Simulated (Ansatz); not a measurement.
In₂Ga⁻. Charge -1, multiplicity 1. Geometry r2SCAN-D4/def2-TZVPD; atoms count from 1.

Cartesian coordinates in Å:
```
Ga -0.876 -0.140 -1.166
In 1.608 0.116 -0.302
In -0.732 0.024 1.467
```

In the def2 sets In takes a core potential; there is no spin–orbit coupling. The restricted singlet is unstable: a solution with broken spin symmetry lies lower. The geometry of the singlet was relaxed on an unsound state (restricted singlet, unstable towards broken spin symmetry). At PBE0-D4/def2-TZVPD a triplet of charge -1 lies 0.08 eV below the restricted singlet, each at its own geometry. The structure comes from a short search, and lower isomers may exist.

(1) Estimate the Mulliken populations from the PBE0/def2-TZVPD orbitals of Ansatz.

(2) And the Mayer bond orders between bonded heavy atoms (over 0.3)?

Results:

(1) 
| atom | charge (e) |
| --- | --- |
| Ga1 | -0.34 |
| In2 | -0.33 |
| In3 | -0.33 |
Mulliken values and Mayer orders depend strongly on the basis. With diffuse functions, as here, like atoms can get unlike values, and bond orders can come out too low or too high.

(2) Ga1–In2 1.16 (2.64 Å); Ga1–In3 1.16 (2.64 Å); In2–In3 1.08 (2.93 Å).
